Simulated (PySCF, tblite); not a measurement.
Species: C₆H₁₁B.
Bonds: C1–C2 (double), C2–C3, C3–B4, B4–C5, C5–C6, C6–C7, C5–C7. Hydrogens: H8, H9 on C1; H10 on C2; H11, H12 on C3; H13 on B4; H14 on C5; H15, H16 on C6; H17, H18 on C7.

Computed with GFN2-xTB (tblite), gas phase: Langevin dynamics at 300 K from the optimised GFN2-xTB geometry, time step 0.5 fs, friction 0.01 fs⁻¹, 2000 steps. Over the second half of the run the saved frames average 288 K.

Frame at 250 fs, instantaneous temperature 278 K:
```
atom  x, y, z in Å
C1     -0.219   -1.667    2.308
C2     -0.915   -0.899    1.474
C3     -1.323   -1.456    0.122
B4     -0.421   -0.909   -1.010
C5      0.343    0.534   -0.865
C6      1.539    0.739   -1.768
C7      0.315    1.496   -2.014
H8      0.013   -1.287    3.267
H9      0.011   -2.740    2.059
H10    -1.165    0.172    1.649
H11    -2.353   -1.172   -0.184
H12    -1.350   -2.540    0.183
H13    -0.360   -1.478   -2.130
H14     0.347    0.988    0.121
H15     1.982   -0.040   -2.437
H16     2.408    1.324   -1.374
H17    -0.281    1.238   -2.870
H18     0.392    2.531   -1.711
```

Frame at 425 fs, instantaneous temperature 223 K:
```
atom  x, y, z in Å
C1      0.027   -2.283    2.369
C2     -0.549   -1.404    1.577
C3     -0.643   -1.688    0.122
B4     -0.276   -0.690   -1.031
C5      0.748    0.471   -0.730
C6      2.020    0.590   -1.691
C7      0.956    1.614   -1.761
H8      0.410   -2.130    3.383
H9      0.435   -3.184    1.877
H10    -0.908   -0.463    2.011
H11    -1.716   -2.012    0.014
H12    -0.139   -2.626   -0.131
H13    -0.674   -0.810   -2.168
H14     1.010    0.641    0.312
H15     2.134   -0.277   -2.350
H16     2.788    0.870   -0.996
H17     0.139    1.652   -2.478
H18     1.195    2.602   -1.424
```

Frame at 625 fs, instantaneous temperature 290 K:
```
atom  x, y, z in Å
C1     -0.056   -1.906    2.443
C2     -0.738   -1.369    1.435
C3     -0.535   -1.871    0.006
B4     -0.146   -0.891   -1.065
C5      0.812    0.221   -0.694
C6      1.679    0.714   -1.856
C7      0.616    1.633   -1.333
H8     -0.039   -1.569    3.479
H9      0.500   -2.768    2.154
H10    -1.378   -0.503    1.606
H11    -1.539   -2.372   -0.287
H12     0.139   -2.738    0.025
H13    -0.295   -1.018   -2.200
H14     1.319    0.122    0.334
H15     1.565    0.318   -2.802
H16     2.718    1.056   -1.579
H17    -0.300    1.863   -1.833
H18     0.923    2.381   -0.635
```

Frame at 800 fs, instantaneous temperature 297 K:
```
atom  x, y, z in Å
C1     -0.104   -1.968    2.150
C2     -0.928   -1.429    1.338
C3     -0.841   -1.733   -0.132
B4     -0.127   -0.842   -1.154
C5      0.988    0.075   -0.672
C6      2.148    0.433   -1.525
C7      1.022    1.417   -1.387
H8     -0.192   -1.970    3.220
H9      0.769   -2.519    1.753
H10    -1.762   -0.812    1.716
H11    -1.771   -2.150   -0.501
H12    -0.126   -2.547   -0.342
H13    -0.355   -0.910   -2.336
H14     1.200    0.201    0.411
H15     2.205   -0.104   -2.446
H16     3.089    0.664   -1.024
H17     0.407    1.599   -2.260
H18     1.138    2.329   -0.835
```

Frame at 1000 fs, instantaneous temperature 272 K:
```
atom  x, y, z in Å
C1     -0.126   -2.601    2.015
C2     -0.501   -1.569    1.323
C3     -0.817   -1.616   -0.171
B4      0.273   -0.953   -0.999
C5      0.691    0.530   -0.852
C6      2.188    0.765   -1.000
C7      1.317    1.169   -2.118
H8      0.047   -2.676    3.076
H9      0.129   -3.526    1.557
H10    -0.794   -0.621    1.759
H11    -1.747   -1.041   -0.321
H12    -0.980   -2.611   -0.454
H13     0.882   -1.508   -1.800
H14     0.062    1.219   -0.319
H15     2.773   -0.135   -0.890
H16     2.597    1.622   -0.403
H17     1.325    0.704   -3.088
H18     1.154    2.256   -2.191
```

Question: What do single points at PBE0/pcSseg-1 (PySCF, gas phase) give on these frames?

Answer: 
```tsv
t (fs)	GFN2-xTB E above start (eV)	DFT E above lowest frame (eV)	HOMO (eV)	LUMO (eV)	dipole (D)
250	0.56	0.07	-7.15	-0.81	0.51
425	0.75	0.27	-7.10	-0.81	0.82
625	0.70	0.28	-7.14	-0.78	0.56
800	0.49	0.00	-7.28	-0.39	0.28
1000	0.50	0.10	-7.30	-0.69	0.68
```

The two levels order the frames alike by energy but for pairs within 0.08 eV at one level; measured from each level's lowest frame they differ by 0.09 eV at most. The HOMO–LUMO gap runs from 6.29 to 6.89 eV. These are instantaneous structures, not minima.

Question: And the isotropic GIAO shieldings (ppm) from the same runs?

Answer: 
```
atom  250 fs  425 fs  625 fs  800 fs  1000 fs   mean  range
  C1    64.3    60.5    59.1    65.1     71.0   64.0   11.9
  C2    34.8    40.6    36.0    49.4     51.9   42.5   17.1
  C3   142.3   145.7   145.0   136.1    151.9  144.2   15.8
  B4    12.7    17.7    17.0    25.4     21.0   18.8   12.7
  C5   169.4   165.2   159.4   172.9    170.9  167.6   13.5
  C6   172.5   176.5   168.0   177.9    175.5  174.1    9.9
  C7   181.5   167.3   178.4   179.9    172.1  175.8   14.2
  H8    26.7    25.9    25.7    26.5     26.6   26.3    1.0
  H9    25.4    26.2    26.4    26.2     27.0   26.2    1.6
 H10    24.1    24.9    25.2    25.3     25.4   25.0    1.3
 H11    29.3    27.8    27.4    28.6     29.2   28.5    1.9
 H12    28.9    29.5    29.3    30.7     29.9   29.7    1.8
 H13    24.4    24.8    25.4    25.3     25.9   25.2    1.5
 H14    30.3    30.4    28.9    30.1     31.1   30.2    2.2
 H15    29.6    29.9    31.6    31.3     30.4   30.6    2.0
 H16    29.9    30.9    29.5    30.4     29.7   30.1    1.4
```

What follows is the cost of the whole dynamics run. On one thread of an Arm Neoverse V1, no GPU, shared host with 32 logical CPUs at a one-minute load of 20, this took 11 s of wall time and 0.18 GiB of memory at its peak.
